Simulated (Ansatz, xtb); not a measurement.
## A geometry optimisation of BFH4InN with r2SCAN-D4/def2-SVP

The starting geometry of this gas-phase singlet was built from a drawn formula by distance geometry and a force field; its bonds are those of `F[B]1[NH2+][InH2-]1`.

```xyz
8

B    -0.9180   -0.4131    1.4799
F    -1.5110   -1.4582    2.2796
In   -0.9576    1.8200    0.5964
N     0.1863    0.1340    0.5935
H     0.2345   -0.3369   -0.3201
H     1.1009    0.2037    1.0774
H    -0.7907    2.8687    2.1019
H    -2.3611    1.8411   -0.4638
```

Q: Predict what it relaxes into with r2SCAN-D4/def2-SVP.

A: A bond breaks, leaving `N[B](F)[InH2]`. Contacts that open: In3–N4 (2.04 → 3.24 Å).

The energy falls by 4.33 eV over 36 steps:

```csv
step,E − E(last) (eV)
1,4.328
5,1.085
9,0.565
13,0.078
17,0.011
20,0.010
24,0.007
28,0.003
32,0.000
36,0.000
```

Final geometry (Å):

```xyz
8

B    -0.4077    0.0682    1.4831
F    -0.3518   -0.4183    2.7371
In   -1.5610    1.9799    0.9815
N     0.2710   -0.6412    0.4874
H     0.2861   -0.3557   -0.4833
H     0.7929   -1.4927    0.6822
H    -2.4231    2.9626    2.1268
H    -1.6230    2.5566   -0.6699
```

From the same start GFN2-xTB reaches the same bonding as this run.

No frequencies were run, so the end isn't proven a minimum. Atoms past krypton carry core potentials, without spin–orbit terms. Run with Ansatz 0.2.0, 95 s on 1 thread of Intel(R) Xeon(R) Platinum 8375C CPU @ 2.90GHz (Ice Lake), with other jobs on the host.
